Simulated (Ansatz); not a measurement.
Which is lower?

Two relaxed structures of InBNH₅, singlet (PBE0-D4/def2-TZVP; forces vanish, vibrations not checked).

A:

B1  (1.173, 0.071, -0.519)
In2  (-0.844, 1.136, 0.406)
N3  (-0.152, -0.619, -0.048)
H4  (2.105, 0.066, 0.255)
H5  (1.456, -0.121, -1.680)
H6  (-1.707, 2.519, 0.726)
H7  (-0.139, -1.422, 0.561)
H8  (0.843, 1.405, -0.585)
(Å)

B:

```json
{"atom": "B1", "x (Å)": "1.9838", "y (Å)": "0.2426", "z (Å)": "-1.1466"}
{"atom": "In2", "x (Å)": "0.1344", "y (Å)": "-0.3955", "z (Å)": "-0.0694"}
{"atom": "N3", "x (Å)": "-1.5865", "y (Å)": "-1.0186", "z (Å)": "0.7836"}
{"atom": "H4", "x (Å)": "2.6110", "y (Å)": "0.7802", "z (Å)": "-0.2680"}
{"atom": "H5", "x (Å)": "1.5218", "y (Å)": "0.9549", "z (Å)": "-2.0045"}
{"atom": "H6", "x (Å)": "2.3893", "y (Å)": "-0.8366", "z (Å)": "-1.5116"}
{"atom": "H7", "x (Å)": "-1.7336", "y (Å)": "-1.9739", "z (Å)": "1.0752"}
{"atom": "H8", "x (Å)": "-2.1837", "y (Å)": "-0.4031", "z (Å)": "1.3164"}
```

Ansatz 0.2.0; basis: def2-TZVPP; cores frozen in the correlated methods. Filled d shells of the heavier atoms are correlated. Core potentials replace the inner electrons of the atoms past krypton. The def2 sets are not built for correlating such inner shells, so the correlated values are less sure here. B3LYP uses VWN-RPA correlation.

(1) Which structure is lower at CCSD(T), and by how much? (To be estimated.)

No T1 diagnostic of these runs exceeds 0.021.

Answers

(1) The calculation gives: B, by 26.51 kcal/mol (electronic energy, against the other). By their contacts, A is InBNH₅ ([H]1[BH2]2[NH][InH]12) and B is InBNH₅ ([BH3][In][NH2]).

All methods give the same order:

```json
{"method": "PBE-D4", "E(B) − E(A) (kcal/mol)": "-29.46"}
{"method": "r2SCAN-D4", "E(B) − E(A) (kcal/mol)": "-27.49"}
{"method": "PBE0-D4", "E(B) − E(A) (kcal/mol)": "-28.96"}
{"method": "B3LYP-D4", "E(B) − E(A) (kcal/mol)": "-31.68"}
{"method": "wB97M-V", "E(B) − E(A) (kcal/mol)": "-27.99"}
{"method": "HF", "E(B) − E(A) (kcal/mol)": "-30.05"}
{"method": "MP2", "E(B) − E(A) (kcal/mol)": "-28.80"}
{"method": "CCSD", "E(B) − E(A) (kcal/mol)": "-27.67"}
{"method": "CCSD(T)", "E(B) − E(A) (kcal/mol)": "-26.51"}
```

Labels in which every atom is bracketed show which atoms are joined, not bond orders.

For scale, one of the runs: CCSD(T)/def2-TZVPP, 182 basis functions, launched by `ansatz run in.yaml --threads 2 --pin off --events-out ev --progress --plain --max-ram 4352MiB`. The run took 65 s on 2 CPU threads of an Arm Neoverse V1 (shared host), with 2 GiB of host memory at its peak.
